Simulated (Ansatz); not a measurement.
Consider the ligand exchange at the Si–O bond: `SCO[SiH2]S` + CH₃SH → `CS[SiH2]S` + `OCS`.

Calculated with Ansatz (gas phase, PBE0-D4/def2-TZVP geometries, no zero-point term in ΔE). CBS: MP2 limit from def2 TZ/QZ plus the TZ coupled-cluster correction, frozen cores. This one scheme is used for every species. Functionals use def2-TZVPP. B3LYP here is the variant with VWN-RPA as its local correlation; programs differ in this. One conformer a species, not always the lowest.

```
             level  ΔE (kJ/mol)  difference from CCSD(T)/CBS
          B3LYP-D4         45.8                          4.5
           ωB97X-V         42.8                          1.5
               PBE         29.8                        -11.5
             B3LYP         44.1                          2.8
     HF/def2-TZVPP         52.6                         11.3
    MP2/def2-TZVPP         42.6                          1.3
SCS-MP2/def2-TZVPP         46.6                          5.3
   CCSD/def2-TZVPP         46.5                          5.2
    MP2/def2-QZVPP         40.9                         -0.4
    CCSD/CBS(def2)         42.8                          1.5
       CCSD(T)/CBS         41.3                            0
```

Largest T1 diagnostic among the species: 0.012.

In def2-TZVPP, CCSD(T) changes the Hartree–Fock value by −7.6 kJ/mol (the triples alone add −1.6 kJ/mol) and MP2 by −10.0 kJ/mol.
